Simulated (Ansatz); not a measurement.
# Telling isomers of C2H2GaN apart by their spectra

These gas-phase data were calculated for one isomer of C2H2GaN at B3LYP-D3(BJ)/def2-SVP (harmonic, unscaled wavenumbers; equilibrium rotational constants with average atomic masses):

```
rotational constants            : 25.57, 2.22, 2.043 GHz
all wavenumbers above 1500 cm⁻¹ : 3520, 3485, 2208
```

Candidates:

(1) `C=C=[N][Ga]`, a singlet
(2) `C#C[NH][Ga]`, a singlet
(3) `N#C[CH2][Ga]`, a singlet

Task: Assign the data to one candidate and say why.

Result: Candidate (2). The band at 3520 cm⁻¹ lies where the N–H stretch is expected; (3) has no mode between 3250 and 3800 cm⁻¹. The band at 3520 cm⁻¹ lies where the ≡C–H stretch is expected; (1) has no mode between 3300 and 3560 cm⁻¹.

The same quantities for all candidates:

```tsv
	rotational constants (GHz)	wavenumbers above 1500 cm⁻¹	E above the lowest, B3LYP-D3(BJ)/def2-SVP (kcal/mol)
(1)	281.8, 1.643, 1.634	3264, 3165, 2172	0.0
(2)	25.57, 2.22, 2.043	3520, 3485, 2208	22.4
(3)	14.73, 2.554, 2.208	3118, 3054, 2309	2.9
```

Programs: Ansatz 0.2.0.
